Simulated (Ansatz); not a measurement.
Ansatz results at the PBE0-D4/def2-TZVP geometry: size of the dipole moment (B3LYP/def2-TZVPP) 1.39 D; HOMO–LUMO gap (B3LYP/def2-TZVPP) 6.25 eV; HOMO–LUMO gap (ωB97M-V/def2-TZVPP) 10.94 eV.

Q: Which molecule gave them?
A. `BrC[SiH2]Br`
B. `[SiH3]C(Br)Br`
C. `CC=C1CC1`
D. `N[SiH](Br)C=O`

A: B. The others give `N[SiH](Br)C=O`: 1.74, 4.95, 9.95; `CC=C1CC1`: 0.14, 6.93, 11.61; `BrC[SiH2]Br`: 0.55, 6.89, 11.54.

B3LYP here is the variant with VWN-RPA as its local correlation; programs differ in this.
